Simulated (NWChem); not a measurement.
System: C3H6OSi; SMILES C1(=O)C[SiH2]C1

Input file for NWChem:

```
start job
memory heap 200 mb stack 900 mb global 1100 mb
geometry units angstroms noautosym nocenter noautoz
  O      0.506957    -2.095408     0.000000
  C      0.033465    -0.983544     0.000000
  C     -0.211941    -0.056120    -1.207838
  Si     0.138904     1.389750     0.000000
  C     -0.211941    -0.056120     1.207838
  H      0.384714    -0.292774    -2.090911
  H     -1.275712    -0.059389    -1.483366
  H     -0.808517     2.533986     0.000000
  H      1.541610     1.874924     0.000000
  H     -1.275712    -0.059389     1.483366
  H      0.384714    -0.292774     2.090911
end
basis spherical
  O library def2-svp
  C library def2-svp
  Si library def2-svp
  H library def2-svp
end
dft
  xc m05-2x
  iterations 150
end
cosmo
  do_cosmo_smd true
  solvent water
end
task dft energy
```

Output (shortened):

```
             Northwest Computational Chemistry Package (NWChem) 7.3.0
             --------------------------------------------------------

                             Geometry "geometry" -> ""
                             -------------------------

 Output coordinates in angstroms (scale by  1.889725989 to convert to a.u.)

  No.       Tag          Charge          X              Y              Z
 ---- ---------------- ---------- -------------- -------------- --------------
    1 O                    8.0000     0.50695700    -2.09540800     0.00000000
    2 C                    6.0000     0.03346500    -0.98354400     0.00000000
    3 C                    6.0000    -0.21194100    -0.05612000    -1.20783800
    4 Si                  14.0000     0.13890400     1.38975000     0.00000000
    5 C                    6.0000    -0.21194100    -0.05612000     1.20783800
    6 H                    1.0000     0.38471400    -0.29277400    -2.09091100
    7 H                    1.0000    -1.27571200    -0.05938900    -1.48336600
    8 H                    1.0000    -0.80851700     2.53398600     0.00000000
    9 H                    1.0000     1.54161000     1.87492400     0.00000000
   10 H                    1.0000    -1.27571200    -0.05938900     1.48336600
   11 H                    1.0000     0.38471400    -0.29277400     2.09091100

 Effective nuclear repulsion energy (a.u.)     215.5379184416

                                 NWChem DFT Module
                                 -----------------

 Summary of "ao basis" -> "ao basis" (spherical)
 ------------------------------------------------------------------------------
       Tag                 Description            Shells   Functions and Types
 ---------------- ------------------------------  ------  ---------------------
 O                          def2-svp                 6       14   3s2p1d
 C                          def2-svp                 6       14   3s2p1d
 Si                         def2-svp                 8       18   4s3p1d
 H                          def2-svp                 3        5   2s1p

 in cosmo_initialize ...
 calling solv_data for solv:h2o

 solvent parameters
 solvname_short: h2o
 solvname_long:  water
 dielec:       78.4000
 dielecinf:     1.7769
 aqueous SMD model solvent descriptors
 dielec:       78.4000
 sola:          0.8200

          ---------------
          -cosmo- solvent
          ---------------
 Cosmo: York-Karplus, doi: 10.1021/jp992097l
 dielectric constant -eps-     =  78.40
 screen = (eps-1)/(eps    )    =   0.98724
 surface charge correction     = lagrangian

   van der Waals surface
 --------------------------

 ---------- ATOMIC COORDINATES (A.U.) ------------ VDWR(ANG.) --
     1    0.95800982   -3.95974695    0.00000000     1.520
     2    0.06323968   -1.85862866    0.00000000     1.850
     3   -0.40051042   -0.10605142   -2.28248286     1.850
     4    0.26249050    2.62624669    0.00000000     2.470
     5   -0.40051042   -0.10605142    2.28248286     1.850
     6    0.72700404   -0.55326264   -3.95124886     1.200
     7   -2.41074612   -0.11222894   -2.80315528     1.200
     8   -1.52787559    4.78853920    0.00000000     1.200
     9    2.91322048    3.54309261    0.00000000     1.200
    10   -2.41074612   -0.11222894    2.80315528     1.200
    11    0.72700404   -0.55326264    3.95124886     1.200
 number of segments per atom =        128
 number of   points per atom =        128
 atom (   nspa,  nppa )
 ----------------------
    1 (     80,     0 )       0
    2 (     38,     0 )       0
    3 (     35,     0 )       0
    4 (     82,     0 )       0
    5 (     35,     0 )       0
    6 (     56,     0 )       0
    7 (     50,     0 )       0
    8 (     32,     0 )       0
    9 (     32,     0 )       0
   10 (     50,     0 )       0
   11 (     56,     0 )       0
 number of -cosmo- surface points =      546
 molecular surface =    118.501 angstrom**2
 molecular volume  =    103.102 angstrom**3
 -lineq- algorithm             =   0
 -bem- low  level              =   3
 -bem- from -octahedral-
 gaussian surface charge width =   4.50000
 degree of switching           =   1.00000
 switching function tolerance  =   0.00010
 atomic radii =
 --------------
    1  8.000  1.520
    2  6.000  1.850
    3  6.000  1.850
    4 14.000  2.470
    5  6.000  1.850
    6  1.000  1.200
    7  1.000  1.200
    8  1.000  1.200
    9  1.000  1.200
   10  1.000  1.200
   11  1.000  1.200
 ...... end of -cosmo- initialization ......

 nat:                    11
 ixmem:                  6636
 calling mnsol_interface()
 G(SMD-CDS) energy (kcal/mol)  =     3.940
 SMD-CDS SASA (angstrom**2)    =   148.335

            General Information
            -------------------
          SCF calculation type: DFT
          Wavefunction type:  closed shell.
          No. of atoms     :    11
          No. of electrons :    46
           Alpha electrons :    23
            Beta electrons :    23
          Charge           :     0
          Spin multiplicity:     1
          Use of symmetry is: off; symmetry adaption is: off
          Maximum number of iterations: 150
          AO basis - number of functions:   104
                     number of shells:    50
          Convergence on energy requested:  1.00D-06
          Convergence on density requested:  1.00D-05
          Convergence on gradient requested:  5.00D-04

              XC Information
              --------------
                       M05-2X Method XC Functional
                     Hartree-Fock (Exact) Exchange  0.560
                M05-2X metaGGA Exchange Functional  0.440
                      M05-2X Correlation Potential  1.000

             Grid Information
             ----------------
          Grid used for XC integration:  medium
          Radial quadrature: Mura-Knowles
          Angular quadrature: Lebedev.
          Tag              B.-S. Rad. Rad. Pts. Rad. Cut. Ang. Pts.
          ---              ---------- --------- --------- ---------
          O                   0.60       49          12.0       434
          C                   0.70       49          10.0       434
          Si                  1.10       88           8.0       590
          H                   0.35       45          11.0       434
          Grid pruning is: on
          Number of quadrature shells:   554
          Spatial weights used:  Erf1

      Superposition of Atomic Density Guess
      -------------------------------------

 Sum of atomic energies:        -479.29980384

      Non-variational initial energy
      ------------------------------

 Total energy =    -482.073765
 1-e energy   =   -1085.941515
 2-e energy   =     388.329832
 HOMO         =      -0.321691
 LUMO         =      -0.018306

   convergence    iter        energy       DeltaE   RMS-Dens  Diis-err
 ---------------- ----- ----------------- --------- --------- ---------
     COSMO gas phase
 d= 0,ls=0.0,diis     1   -482.2256290033 -6.98D+02  1.74D-02  8.46D-01
 d= 0,ls=0.0,diis     2   -482.1483177795  7.73D-02  1.03D-02  2.01D+00
 d= 0,ls=0.0,diis     3   -482.3368219891 -1.89D-01  1.11D-03  1.51D-02
 d= 0,ls=0.0,diis     4   -482.3384101084 -1.59D-03  5.06D-04  3.72D-03
 d= 0,ls=0.0,diis     5   -482.3388787614 -4.69D-04  1.66D-04  1.37D-04
  Resetting Diis
 d= 0,ls=0.0,diis     6   -482.3389024387 -2.37D-05  7.02D-05  1.41D-05
 d= 0,ls=0.0,diis     7   -482.3389049485 -2.51D-06  2.52D-05  1.22D-06
 d= 0,ls=0.0,diis     8   -482.3389050298 -8.14D-08  7.13D-06  1.04D-06

   convergence    iter        energy       DeltaE   RMS-Dens  Diis-err
 ---------------- ----- ----------------- --------- --------- ---------
     COSMO solvation phase
 d= 0,ls=0.0,diis     1   -482.3419646431 -3.06D-03  2.69D-03  6.93D-03
 d= 0,ls=0.0,diis     2   -482.3437115985 -1.75D-03  4.73D-04  7.75D-03
 d= 0,ls=0.0,diis     3   -482.3443528714 -6.41D-04  2.78D-04  2.31D-04
 d= 0,ls=0.0,diis     4   -482.3444154344 -6.26D-05  6.18D-05  3.91D-05
 d= 0,ls=0.0,diis     5   -482.3444207467 -5.31D-06  2.57D-05  3.43D-06
 d= 0,ls=0.0,diis     6   -482.3444213280 -5.81D-07  6.34D-06  2.38D-07

         Total DFT energy =     -482.344421328035
      One electron energy =    -1090.000637130131
           Coulomb energy =      439.944401275546
    Exchange-Corr. energy =      -47.934908635688
 Nuclear repulsion energy =      215.537918441644

             COSMO energy =        0.108804720593

 Numeric. integr. density =       45.999991824693

                                COSMO-SMD solvation results
                                ---------------------------

             internal energy in gas <Psi(g)|H|Psi(g)> =      -482.338905029841
         internal energy in solvent <Psi(s)|H|Psi(s)> =      -482.335666791714
                               delta internal energy  =         0.003238238127 (    2.03 kcal/mol)
   total free energy in solvent <Psi(s)|H+V/2|Psi(s)> =      -482.350700594959
 polarization energy contribution <Psi(s)|V/2|Psi(s)> =        -0.015033803245 (   -9.43 kcal/mol)
    total free energy in solvent including G(SMD-CDS) =      -482.344421328035
                       G(SMD-CDS) energy contribution =         0.006279266924 (    3.94 kcal/mol)
     1 M fixed-concentration free energy of solvation =        -0.005516298194 (   -3.46 kcal/mol)

                       DFT Final Molecular Orbital Analysis
                       ------------------------------------

 Vector   21  Occ=2.000000D+00  E=-3.837523D-01
              MO Center=  1.7D-01,  3.8D-01,  3.6D-08, r^2= 3.7D+00
   Bfn.  Coefficient  Atom+Function         Bfn.  Coefficient  Atom+Function
  ----- ------------  ---------------      ----- ------------  ---------------
    51      0.254778   4 Si py                4      0.249277   1 O  px
    33     -0.240235   3 C  py               65     -0.240235   5 C  py
    90      0.200667   9 H  s                17      0.190984   2 C  s
     7      0.181711   1 O  px               54      0.157292   4 Si py
    19      0.145754   2 C  py               36     -0.145806   3 C  py

 Vector   22  Occ=2.000000D+00  E=-3.690530D-01
              MO Center= -6.7D-02,  1.5D-01, -3.7D-08, r^2= 2.8D+00
   Bfn.  Coefficient  Atom+Function         Bfn.  Coefficient  Atom+Function
  ----- ------------  ---------------      ----- ------------  ---------------
    34      0.270021   3 C  pz               66      0.270021   5 C  pz
    52     -0.242503   4 Si pz               31      0.218404   3 C  s
    63     -0.218404   5 C  s                37      0.180160   3 C  pz
    69      0.180160   5 C  pz               33      0.174487   3 C  py
    65     -0.174487   5 C  py               55     -0.154656   4 Si pz

 Vector   23  Occ=2.000000D+00  E=-3.255602D-01
              MO Center=  1.7D-01, -9.8D-01, -2.9D-09, r^2= 2.9D+00
   Bfn.  Coefficient  Atom+Function         Bfn.  Coefficient  Atom+Function
  ----- ------------  ---------------      ----- ------------  ---------------
     6      0.478103   1 O  pz                9      0.370769   1 O  pz
    33     -0.249699   3 C  py               65      0.249699   5 C  py
    20     -0.207046   2 C  pz               36     -0.180154   3 C  py
    68      0.180154   5 C  py               31      0.168872   3 C  s
    63     -0.168872   5 C  s                52      0.139587   4 Si pz

 Vector   24  Occ=0.000000D+00  E= 1.560390D-02
              MO Center= -3.5D-02, -7.2D-01,  4.8D-09, r^2= 3.3D+00
   Bfn.  Coefficient  Atom+Function         Bfn.  Coefficient  Atom+Function
  ----- ------------  ---------------      ----- ------------  ---------------
    21      0.462332   2 C  px               18      0.439754   2 C  px
    86      0.409782   8 H  s                 7     -0.359535   1 O  px
    81      0.329359   7 H  s                96      0.329359  10 H  s
     4     -0.317053   1 O  px               54     -0.301106   4 Si py
    31     -0.255880   3 C  s                63     -0.255880   5 C  s

 Vector   25  Occ=0.000000D+00  E= 6.155352D-02
              MO Center=  1.6D-01,  1.5D+00, -1.5D-09, r^2= 3.8D+00
   Bfn.  Coefficient  Atom+Function         Bfn.  Coefficient  Atom+Function
  ----- ------------  ---------------      ----- ------------  ---------------
    55      1.245176   4 Si pz               31      0.963639   3 C  s
    63     -0.963639   5 C  s                36      0.323663   3 C  py
    68     -0.323663   5 C  py               52      0.201497   4 Si pz
    23      0.195798   2 C  pz               33      0.174134   3 C  py
    65     -0.174134   5 C  py               76     -0.160414   6 H  s

 Vector   26  Occ=0.000000D+00  E= 9.204505D-02
              MO Center= -1.4D-01,  9.8D-01,  2.3D-08, r^2= 5.5D+00
   Bfn.  Coefficient  Atom+Function         Bfn.  Coefficient  Atom+Function
  ----- ------------  ---------------      ----- ------------  ---------------
    54      1.569877   4 Si py               31      1.479561   3 C  s
    63      1.479561   5 C  s                46     -0.727033   4 Si s
    91     -0.631580   9 H  s                53      0.546559   4 Si px
    76     -0.488523   6 H  s               101     -0.488523  11 H  s
    81     -0.448284   7 H  s                86     -0.447792   8 H  s

     Multipole analysis of the density
     ---------------------------------

     L   x y z        total         alpha         beta         nuclear
     -   - - -        -----         -----         ----         -------
     0   0 0 0     -0.000000    -23.000000    -23.000000     46.000000

     1   1 0 0     -0.718253     -2.824186     -2.824186      4.930119
     1   0 1 0      1.496625      0.915444      0.915444     -0.334262
     1   0 0 1     -0.000000     -0.000000     -0.000000     -0.000000

     2   2 0 0    -27.188814    -30.473157    -30.473157     33.757500
     2   1 1 0      1.916313     10.033188     10.033188    -18.150062
     2   1 0 1     -0.000000     -0.000000     -0.000000      0.000000
     2   0 2 0    -34.824124   -156.902132   -156.902132    278.980140
     2   0 1 1      0.000000      0.000000      0.000000      0.000000
     2   0 0 2    -26.026610    -67.741720    -67.741720    109.456830
```

Level: M05-2X/def2-SVP, SMD on the gas-phase geometry. Structure relaxed at the B3LYP/6-31G* (spherical d) level. Solvent: water.
